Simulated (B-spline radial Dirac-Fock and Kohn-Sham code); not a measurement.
## Relativistic shifts of the levels of Ca⁶⁺

System: Ca⁶⁺, configuration [Ne] 3s2 3p2.

Both columns are ΔSCF binding energies of the configuration average from a radial finite-basis atomic code: non-relativistic Hartree-Fock with a point nucleus, and Dirac-Fock with a finite nucleus and the Coulomb interaction alone, averaged over the two j levels with weights 2j+1.

```
shell  Hartree-Fock (eV)  Dirac-Fock (eV)  shift (eV)  shift (%)
   1s             4150.9           4172.6      +21.67      +0.52
   2s              558.5            562.6       +4.09      +0.73
   2p              470.6            470.9       +0.38      +0.08
   3s              144.9            145.6       +0.70      +0.48
   3p              124.9            125.0       +0.10      +0.08
```

Relativity binds 1s, 2s, 2p, 3s, 3p more strongly, among those listed most of all 2s in relative terms.

Values without a named source are computed, but for edge energies of neutral atoms, which are taken from tables.
